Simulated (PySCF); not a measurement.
**BPb: from constants to spectrum**

UHF-CCSD(T) constants of BPb, ⁴Σ⁻ (quartet), unpaired electrons σ ↑, π ↑↑ (B cc-pVDZ, Pb cc-pVDZ-PP with ECP60; scalar-relativistic core potentials (PySCF 2.14); masses 11.0093 and 207.9766 u):

* ωe: 485.6 cm⁻¹
* ωexe: 3.03 cm⁻¹
* Be: 0.30667 cm⁻¹
* αe: 0.00258 cm⁻¹
* D (centrifugal): 4.89e-07 cm⁻¹
* De to B + Pb: 2.06 eV

(1) Give the vibrational terms G(v) and spacings up to v = 6.

(2) How well does the Morse estimate ωe²/(4ωexe) reproduce De, and what is D0?

Correlated steps freeze 5 core orbitals. Correlated levels converge slowly with the basis: in double zeta they bind strong bonds too weakly, by up to about 1 eV, and carry superposition errors of some tenths. These are scalar-relativistic numbers at best; spin–orbit coupling would shift them, the dissociation energy most. The state is the lowest determinant that a PBE0 search found; another state may lie lower at other levels.

## Answers

(1) G(v) = ωe(v+½) − ωexe(v+½)².

| v | G(v) (cm⁻¹) | G(v) − G(v−1) | Bv (cm⁻¹) |
| --- | --- | --- | --- |
| 0 | 242.0 |  | 0.3054 |
| 1 | 721.6 | 479.5 | 0.3028 |
| 2 | 1195.1 | 473.5 | 0.3002 |
| 3 | 1662.5 | 467.4 | 0.2976 |
| 4 | 2123.8 | 461.4 | 0.2951 |
| 5 | 2579.1 | 455.3 | 0.2925 |
| 6 | 3028.4 | 449.2 | 0.2899 |

(2) It gives 2.41 eV, 117 % of the computed De. D0 = De − G(0) = 2.06 − 0.03 = 2.03 eV.
